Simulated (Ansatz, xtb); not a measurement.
Ligand exchange: SiH2(SiH3)Br + CH4O → SiH2(OH)(SiH3) + CH3Br

Species: SiH2(SiH3)Br, singlet; CH4O `CO`, singlet; SiH2(OH)(SiH3) (disilanol), singlet; CH3Br (bromomethane) `CBr`, singlet. The partners trade Br for OH: Si–Br and C–OH bonds give way to Si–OH and C–Br.

Shapes, held fixed at every level: PBE0-D4/def2-TZVP. Flexible molecules stand in one conformer, not always the lowest. Programs: Ansatz 0.2.0, xtb 6.7.1. The zero-point and thermal change to 298 K, harmonic and unscaled (PBE0-D4/def2-TZVP), is -3.9 kJ/mol.

| level | kind | ΔH(298 K) (kJ/mol) | less CCSD(T)/def2-TZVPP |
| --- | --- | --- | --- |
| GFN2-xTB | semi-empirical | -25.0 | +7.9 |
| HF/def2-TZVPP | Hartree–Fock | -28.2 | +4.7 |
| r2SCAN0-D4/def2-TZVPP | global hybrid | -26.8 | +6.1 |
| B2PLYP/def2-TZVPP | double hybrid | -33.9 | -1.0 |
| MP2/def2-SVP | perturbation theory | -11.5 | +21.4 |
| CCSD(T)/def2-SVP | coupled cluster or CI | -8.6 | +24.3 |
| CCSD/def2-SVP | coupled cluster or CI | -8.0 | +24.9 |
| CCSD(T)/def2-TZVPP | coupled cluster or CI | -32.9 | 0.0 |

The highest level, CCSD(T)/def2-TZVPP, gives ΔH(298 K) = -32.9 kJ/mol; the levels span -33.9 to -8.0. The column of differences is taken from that level and isn't an error. No measured value is set beside it here. Relativity is left out for Br unless named. Correlated rows may include outer-core shells of Br, which these sets cover unevenly.
